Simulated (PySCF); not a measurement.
Unrelated species, one level of theory. Theory: TDDFT CAM-B3LYP/def2-SVPD, vertical, gas phase, core orbitals frozen in the response (PySCF). Geometries: GFN2-xTB; one conformer of each isolated species. Triplets are in the Tamm–Dancoff approximation. Ions are computed without counter-ions or solvent.

Problem. Rank by computed LUMO energy, highest first.
A. `C1CCCNCC1`
B. `C=CC[Si@@H](O)NC`
C. `C1=CP1C1CC1`
D. `C#C[SiH]1N[SiH2]N1`
E. `CC1=CC(F)=C[S+]=C1`
F. `C=CP=C=CC`
G. `C1C(C1)P=C=C`

Solution. A (1.40 eV), B (1.11 eV), C (0.79 eV), D (0.23 eV), G (-0.03 eV), F (-0.35 eV), E (-7.01 eV).

| SMILES | LUMO (eV) | α (au) | HOMO (eV) | gap (eV) | T1 (eV) | S1 (eV) | S1 mainly |
| --- | --- | --- | --- | --- | --- | --- | --- |
| C1CCCNCC1 | 1.40 | 77.5 | -7.81 | 9.21 | 5.77 | 6.01 | H→L (77%) |
| C=CC[Si@@H](O)NC | 1.11 | 85.9 | -8.25 | 9.36 | 4.35 | 6.17 | H→L (68%) |
| C1=CP1C1CC1 | 0.79 | 78.2 | -7.94 | 8.73 | 4.01 | 5.21 | H→L (92%) |
| C#C[SiH]1N[SiH2]N1 | 0.23 | 81.9 | -8.42 | 8.64 | 4.89 | 5.36 | H→L (96%) |
| C=C=PC1CC1 | -0.03 | 89.0 | -8.05 | 8.02 | 2.97 | 4.69 | H-1→L (54%) |
| C=CP=C=CC | -0.35 | 96.8 | -7.89 | 7.53 | 2.75 | 4.30 | H-1→L (96%) |
| Cc1c[s+]cc(F)c1 | -7.01 | 80.7 | -14.45 | 7.44 | 3.04 | 4.53 | H→L (92%) |

H and L stand for HOMO and LUMO.

- `C1CCCNCC1`: Löwdin shares by element: HOMO nitrogen 57%, carbon 18% or more, hydrogen 5% or more (atoms not listed hold the other 21%); LUMO carbon 23% or more, hydrogen 21% or more (atoms not listed hold the other 56%).
- `C=CC[Si@@H](O)NC`: Löwdin shares by element: HOMO nitrogen 50%, carbon 10% or more, silicon 10%, hydrogen 6% or more (atoms not listed hold the other 24%); LUMO carbon 22% or more, silicon 19%, hydrogen 9% or more (atoms not listed hold the other 50%).
- `C1=CP1C1CC1`: Löwdin shares by element: HOMO carbon 47% or more, phosphorus 44%; LUMO carbon 71% or more, phosphorus 8%, hydrogen 7% or more.
- `C#C[SiH]1N[SiH2]N1`: Löwdin shares by element: HOMO nitrogen 77%, silicon 11%; LUMO silicon 33%, carbon 29% (atoms not listed hold the other 38%).
- `C=C=PC1CC1`: Löwdin shares by element: HOMO carbon 53% or more, phosphorus 32% (atoms not listed hold the other 15%); LUMO carbon 44% or more, phosphorus 40% (atoms not listed hold the other 15%).
- `C=CP=C=CC`: Löwdin shares by element: HOMO carbon 58% or more, phosphorus 26% (atoms not listed hold the other 15%); LUMO carbon 51% or more, phosphorus 29% (atoms not listed hold the other 20%).
- `Cc1c[s+]cc(F)c1`: Löwdin shares by element: HOMO carbon 72% or more (atoms not listed hold the other 28%); LUMO carbon 55% or more, sulfur 26% (atoms not listed hold the other 19%).
